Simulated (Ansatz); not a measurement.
`N#[C][Ga]([F])[F]` + H₂O → `[OH][Ga]([F])[F]` + `C#N` at 400 K and 1 bar (formal hydrolysis of a Ga–C bond).

Gas-phase electronic energies from Ansatz, PBE0-D4/def2-TZVP geometries. CBS: MP2 limit from def2 TZ/QZ plus the TZ coupled-cluster correction, frozen cores. This one scheme is used for every species. For Ga outer-core shells are correlated without core-valence functions, which leaves a few kJ/mol of doubt a bond. Scalar relativity is left out up to krypton. Each species was taken in one conformer, which may not be the lowest.

```csv
species,CCSD(T)/CBS energy (Eh),H − E (kJ/mol),S (J/(mol·K))
`N#[C][Ga]([F])[F]`,-2216.34654,59.0,353.9
H₂O,-76.37941,69.8,198.6
`[OH][Ga]([F])[F]`,-2199.41346,71.4,336.6
`C#N`,-93.32098,56.1,211.9
```

H − E and S are ideal-gas, rigid-rotor, harmonic terms from PBE0-D4/def2-TZVP, for one conformer and one mirror image of each species. 1 Eh = 2625.50 kJ/mol, R = 8.31446 J/(mol·K).

By hand: ΔE, ΔH, ΔS and ΔG.

ΔE = (-2199.41346) + (-93.32098) − (-2216.34654) − (-76.37941) = -0.00849 Eh = -22.3 kJ/mol. Δ(H − E) = 71.4 + 56.1 − 59.0 − 69.8 = -1.3, so ΔH = -23.6 kJ/mol. ΔS = 336.6 + 211.9 − 353.9 − 198.6 = -4.0 J/(mol·K). ΔG = -23.6 − 400 × (-4.0)/1000 = -22.0 kJ/mol.

By hand: the equilibrium constant, and the temperature at which ΔG would vanish if ΔH and ΔS stayed fixed.

log₁₀ K = −ΔG/(RT ln 10) = 2.9. ΔG = 0 at ΔH/ΔS = 5900 K, far beyond where these terms or the molecules hold.

The number of gas molecules stays the same, so ΔS is small and ΔH decides. A doubt of 5 kJ/mol in ΔE shifts log₁₀ K by 0.7 here. Other conformers and mirror images would add mixing entropy, several J/(mol·K) or more a flexible species. These are equilibria of isolated gas molecules and say nothing of rates. Largest T1 diagnostic: 0.015 (customary marks: 0.02 for closed shells, 0.045 for open ones).
